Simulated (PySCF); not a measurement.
**Telling isomers of C5H11FO2Si apart by NMR**

Rapidly exchanging positions averaged, non-relativistic Hamiltonian, no solvent, one computed conformer. GFN2-xTB structure; shieldings: GIAO PBE0/pcSseg-1; PySCF 2.14.

Referencing at the same level of theory: ¹H (σref 31.72) and ¹³C (σref 186.93) vs TMS. Splittings of carbon signals by F and P are missing where no couplings were computed. Where no couplings were computed, multiplicities follow the n + 1 count of equivalent neighbours, and m marks all less simple cases (inequivalent or close neighbours, rings, F or P nearby). Shifts are as computed. Against solution values, carbons near 30 ppm lie about +3 ppm off and those near 130 ppm about +5 ppm (rms about the fit 2.1 ppm; single classes can miss by 10 ppm). Of 1328 compounds with measured shifts, 309 miss one by over three times the rms of a fit or turn the order of signals round; such compounds aren't used in these exercises. Signals without a measured value on file couldn't be tested in this way; 1H shifts scatter by 0.2 ppm about their fit, and single ones miss by 0.5 ppm.

(1) Tabulate the signals of `C=CC[Si](F)(OC)OC`, `CC(C)OC(=O)[SiH2]CF` and their relative energies.

(2) What is the quickest way to tell C=CC[Si](F)(OC)OC from CC(C)OC(=O)[SiH2]CF?

Results:

(1) 
```json
{"SMILES": "C=CC[Si](F)(OC)OC", "carbon types": "1×CH 2×CH2 2×CH3", "δC": "143.6, 121.6, 54.4, 26.4", "δH": "6.30 (m, 1H), 5.49 (m, 1H), 5.22 (m, 1H), 3.98 (s, 6H), 1.83 (m, 2H)", "E rel. (kcal/mol)": "0.0"}
{"SMILES": "CC(C)OC(=O)[SiH2]CF", "carbon types": "1×C 1×CH 1×CH2 2×CH3", "δC": "186.4, 76.9, 69.0, 23.7", "δH": "5.34 (sept, 1H), 5.25 (m, 2H), 4.49 (m, 2H), 1.30 (d, 6H)", "E rel. (kcal/mol)": "72.5"}
```

Energies are electronic energies at PBE0/pcSseg-1 on these geometries, without zero-point or thermal terms, each for the one conformer computed, which needn't be the lowest.

(2) Both give the same number of carbon signals, but DEPT or the intensities differ. The first has an alkene CH at 143.6 ppm, the second a carbonyl carbon (C) at 186.4 ppm. In the proton spectra the most deshielded non-exchanging signals are 6.30 (m, 1H) and 5.34 (sept, 1H).
